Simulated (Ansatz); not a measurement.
Program: Ansatz. Geometries: PBE0-D4/def2-TZVP. ΔE: electronic, gas phase. CCSD(T)/CBS is the MP2 limit (def2-TZVPP, def2-QZVPP) plus CCSD(T) − MP2 in def2-TZVPP, frozen cores. Functionals use def2-TZVPP. B3LYP here is the variant with VWN-RPA as its local correlation; programs differ in this. One conformer a species, not always the lowest.

`CB[SiH2]S` + `NBN` → `CBNBN` + `[SiH3]S`  (cleavage of the B–Si bond)

```tsv
level	ΔE (eV)
B3LYP-D4	-1.47
BHLYP-D4	-1.50
ωB97X-V	-1.45
MP2/def2-SVP	-1.71
```

Question: What does CCSD(T)/CBS give? (An estimate is asked.)

Answer: The calculation gave: -1.48 eV. The listed levels differ from it by 0.01, -0.02, 0.03, -0.23 eV.

Largest T1 diagnostic among the species: 0.012.

At CCSD(T), def2-SVP lies −0.20 eV from the extrapolated value and def2-TZVPP −0.03 eV. From BLYP to BHLYP (50 % exact exchange), in def2-TZVPP and without D4, ΔE moves by −0.07 eV. Leaving LDA and LC-ωPBE aside and taking each functional with its dispersion term where it has one, the values, not all of them listed here, spread over 0.16 eV, from B2PLYP to revPBE-D4. LDA lies −0.08 eV from PBE without D4.
